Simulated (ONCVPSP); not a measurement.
**An all-electron radial function and its pseudo partner (bromine (Br))**

Columns: radius, all-electron u(r) and pseudo u(r) of the 3s shell (level -262.22 eV) of bromine in the configuration [Ne] 3s2 3p6 3d10 4s2 4p3; PW91, scalar-relativistic, ONCV scheme, ONCVPSP 4.0.1.

| r (bohr) | all-electron | pseudo |
| --- | --- | --- |
| 0.045 | 0.1899 | 0.0194 |
| 0.090 | -0.5835 | 0.0718 |
| 0.135 | -0.8177 | 0.1806 |
| 0.180 | -0.5568 | 0.3524 |
| 0.225 | -0.0711 | 0.5745 |
| 0.270 | 0.4420 | 0.8213 |
| 0.315 | 0.8775 | 1.0608 |
| 0.360 | 1.1961 | 1.2634 |
| 0.405 | 1.3957 | 1.4084 |
| 0.450 | 1.4936 | 1.4878 |
| 0.495 | 1.5113 | 1.5036 |
| 0.540 | 1.4710 | 1.4663 |
| 0.585 | 1.3924 | 1.3904 |
| 0.630 | 1.2902 | 1.2894 |
| 0.675 | 1.1759 | 1.1754 |
| 0.720 | 1.0578 | 1.0574 |
| 0.765 | 0.9415 | 0.9411 |
| 0.810 | 0.8307 | 0.8304 |
| 0.855 | 0.7275 | 0.7273 |
| 0.900 | 0.6333 | 0.6331 |
| 0.945 | 0.5485 | 0.5483 |
| 0.990 | 0.4729 | 0.4727 |
| 1.035 | 0.4061 | 0.4060 |
| 1.080 | 0.3476 | 0.3474 |
| 1.125 | 0.2967 | 0.2966 |
| 1.170 | 0.2526 | 0.2525 |

(1) How many radial nodes do the two functions have?

(2) At about which radius was the pseudo-wave matched?

(3) Where does each function peak?

(4) Is the pseudo-wave norm-conserving?

Answers

(1) The all-electron 3s function has n − l − 1 = 2; the pseudo-wave has 0, since the states of the same l below it are removed with the core.

(2) 0.70 bohr, where the columns begin to agree (steps of 0.04 bohr).

(3) Outermost all-electron maximum near 0.49 bohr, pseudo maximum near 0.49 bohr (to the table’s step).

(4) Yes: the ONCV scheme keeps the norm inside the radius equal to the all-electron one, which fixes the energy derivative of the logarithmic derivative at the level.
